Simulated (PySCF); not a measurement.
Gas-phase reaction: 2 SnS + 4 O ⇌ 2 SnO2 + S2, at 1800 K and a standard pressure of 1 bar. Level: LDA/def2-TZVP†.

Energies from PySCF, thermal terms from the rigid-rotor harmonic-oscillator model, ideal gas at 1 bar. † marks an energy on the PBE0/def2-TZVP geometry and frequencies. Open shells (unrestricted): O (multiplicity 3, electronic degeneracy 9), S2 (multiplicity 3); the rest are closed-shell singlets. Spin-orbit splitting is ignored; it lowers the true energy and changes the entropy of O. Sn: scalar-relativistic def2 core potential, no spin-orbit coupling. SnO2: computed as isolated molecules; such fragments, hydroxides, amides, oligomers or adducts are transient or little studied in the gas. The harmonic model lacks anharmonicity and excited electronic states, which grow with temperature; levels with a mode under 35 cm⁻¹ are left out.

| species | E (Ha) | H(1800 K) − E (kJ/mol) | S°(1800 K) (J/mol/K) |
|---|---|---|---|
| SnS | -610.86439 | 67.5 | 308.8 |
| O | -74.52558 | 37.4 | 199.1 |
| SnO2 | -363.37187 | 113.5 | 359.3 |
| S2 | -793.66807 | 67.8 | 291.9 |
E: electronic energy; H − E holds the zero-point and thermal terms. 1 Ha = 2625.5 kJ/mol.

Problem. Work out ΔH°, ΔS°, ΔG° and log10 K from these numbers.

Solution. 1. ΔE = 2×(-363.37187) + 1×(-793.66807) − 2×(-610.86439) − 4×(-74.52558) = -0.58071 Ha = -1524.7 kJ.
2. Δ(H − E) = 2×(113.5) + 1×(67.8) − 2×(67.5) − 4×(37.4) = 10.2 kJ, so ΔH° = -1514.5 kJ.
3. ΔS° = 2×(359.3) + 1×(291.9) − 2×(308.8) − 4×(199.1) = -403.5 J/K; the number of gas molecules changes by -3.
4. ΔG° = ΔH° − TΔS° = -1514.5 − 1800×(-403.5)/1000 = -788.2 kJ.
5. log10 K = −ΔG°/(RT ln 10) = 22.87, with RT ln 10 = 34.46 kJ/mol; at standard pressures the products are favoured.
6. A shift of 10 kJ in ΔE would move log10 K by 0.29 here.
For scale, ΔH°(298 K) is -1512 kJ at this level, -975 kJ at ωB97M-V/def2-TZVP†, and runs from -2385 to 31 kJ over the 18 levels computed.
